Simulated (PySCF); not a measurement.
# What went wrong, or what changed?

The sound run of [Sm(NH3)]2+ (singlet in the valence; each metal's 4f electrons, 6 of them, lie in its core potential, out of spins and levels) uses PySCF 2.14.0, RKS r2SCAN, Sm lcecp-0-SVP with ECP52, N def2-SVP, H def2-SVP; non-relativistic Hamiltonian with scalar-relativistic core potentials where named; density fitting; no spin-orbit coupling, grid (50, 194), threshold 1e-8 and 55 cycles at the relaxed geometry. This run, with dm0 from free metal ions and neutral atoms, differs:

```python
mol = gto.M(atom='''
Sm     0.00000    -0.00000    -0.22487
N     -0.00000     0.00000     2.38794
H      0.93095     0.00004     2.83199
H     -0.46550     0.80621     2.83199
H     -0.46544    -0.80624     2.83199''',
    basis={'Sm': 'lcecp-0-SVP', 'N': 'def2-SVP', 'H': 'def2-SVP'},
    ecp={'Sm': 'lcecp-0-SVP'},
    charge=2, spin=0)
mf = dft.RKS(mol, xc='R2SCAN')
mf.grids.atom_grid = (50, 194)  # f atoms: unpruned, at least (60, 302)
mf = mf.density_fit()  # fitting sets: Sm AutoAux, N def2-universal-JKFIT, H def2-universal-JKFIT
mf.conv_tol = 1e-08; mf.max_cycle = 8
mf.kernel(dm0)
mf.nuc_grad_method().kernel()
```

What was changed, and how did it end?

The cycle limit was cut. It converged in 7 cycles, 0.000 eV from the sound run, largest force component 0.00 eV/Å. No harm here: the result survives it.
```
init E= -84.6224908970644
cycle= 1 E= -84.7371241512139  delta_E= -0.115  |g|=  0.5  |ddm|= 1.68
cycle= 2 E= -84.6576966076627  delta_E= 0.0794  |g|= 0.759  |ddm|= 0.992
cycle= 3 E= -84.7914656436142  delta_E= -0.134  |g|= 0.0543  |ddm|= 0.68
cycle= 4 E= -84.7922124224604  delta_E= -0.000747  |g|= 0.00464  |ddm|= 0.0536
cycle= 5 E= -84.7922174244108  delta_E= -5e-06  |g|= 0.000918  |ddm|= 0.00649
cycle= 6 E= -84.7922176918017  delta_E= -2.67e-07  |g|= 0.000169  |ddm|= 0.00156
cycle= 7 E= -84.7922177004704  delta_E= -8.67e-09  |g|= 1.19e-05  |ddm|= 0.000235
Extra cycle  E= -84.7922177005119  delta_E= -4.15e-11  |g|= 4.87e-06  |ddm|= 2.83e-05
converged SCF energy = -84.7922177005119
```

Run from Python with OMP_NUM_THREADS=2; the lines above give its settings.
It took 3.7 s on 2 threads of Arm Neoverse V1, on a shared host.

No frequency check is given that shows the relaxed geometry to be a minimum. An lcecp potential fixes the number of 4f electrons, so in runs with it no electron can move into or out of that shell.
